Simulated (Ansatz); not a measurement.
C2H3BrFI (`FCC(Br)I`). The species carries charge 0 and has multiplicity 1. I takes the def2 core potential. The geometry is a stationary point of PBE0-D4/def2-TZVP. It is one conformer, not always the lowest.

```xyz
8

F    -1.551   -0.484    0.851
C    -0.721    0.375    0.173
C     0.638   -0.257   -0.002
Br    1.803    1.054   -0.807
I     0.533   -2.062   -1.136
H    -1.168    0.614   -0.795
H    -0.615    1.290    0.765
H     1.082   -0.531    0.950
```

Question: What is the dipole moment at ωB97M-V/def2-TZVPP? (Estimate.)

Answer: The calculation gave: 1.03 D, with components (0.19, 0.95, 0.34) D in this frame, pointing from negative to positive charge.

Question: And with PBE, r2SCAN, B3LYP? (An estimate is asked.)

Answer: The calculation gave: PBE 1.04 D, r2SCAN 1.11 D, B3LYP 1.06 D.

Question: Give the Mulliken charges with ωB97M-V, B3LYP, r2SCAN in def2-TZVPP. (An estimate is asked.)

Answer: Ansatz gave: 
```json
{"atom": "F1", "ωB97M-V": "-0.21", "B3LYP": "-0.23", "r2SCAN": "-0.22"}
{"atom": "C2", "ωB97M-V": "0.01", "B3LYP": "0.06", "r2SCAN": "0.14"}
{"atom": "C3", "ωB97M-V": "-0.24", "B3LYP": "-0.14", "r2SCAN": "-0.05"}
{"atom": "Br4", "ωB97M-V": "-0.05", "B3LYP": "-0.08", "r2SCAN": "-0.09"}
{"atom": "I5", "ωB97M-V": "0.03", "B3LYP": "0.00", "r2SCAN": "-0.03"}
{"atom": "H6", "ωB97M-V": "0.13", "B3LYP": "0.11", "r2SCAN": "0.07"}
{"atom": "H7", "ωB97M-V": "0.12", "B3LYP": "0.11", "r2SCAN": "0.07"}
{"atom": "H8", "ωB97M-V": "0.20", "B3LYP": "0.16", "r2SCAN": "0.12"}
```

B3LYP here is the variant with VWN-RPA as its local correlation; programs differ in this.
